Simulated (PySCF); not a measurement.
Coordinates in bohr (charge 0 multiplicity 2):
```
Sb    0.0000    0.0000    0.3608
Cl    4.3600    0.0000    1.8577
Cl    0.0000    3.4090   -2.4856
Cl   -4.3600    0.0000    1.8577
Cl    0.0000   -3.4090   -2.4856
```

All numbers come from UPBE0/[Sb def2-SVP with ECP28, Cl def2-SVP], scalar-relativistic core potentials, density fitting, no spin–orbit coupling, PySCF.

This geometry of SbCl₄ is a stationary point at this level.

Problem. What is the point group?

Solution. C2v.

Problem. Is it a minimum?

Solution. Yes: all harmonic wavenumbers are real, though the softest, 44 cm⁻¹, leaves little margin.

Problem. Which band is strongest in the infrared?

Solution. 303 cm⁻¹ (b2), 79 km/mol.

Problem. Give the atomic charges and bond orders.

Solution. 
```
 atom  Mulliken  Löwdin  polar tensor  spin (Mulliken)  Mayer order to Sb1
  Sb1      0.96    0.43          1.88             0.21                   –
Cl2,4     -0.25   -0.13         -0.43             0.31                0.85
Cl3,5     -0.23   -0.09         -0.51             0.09                1.01
```

Problem. Give the ideal-gas entropy at 298.15 K and 1 bar by parts.

Solution. translation 178.2, rotation 120.8, vibration 103.3, spin 5.8; total 408.1 J/(mol K).

Other isomers or separated fragments may lie lower. No spin–orbit coupling is included, which matters more the heavier the element.
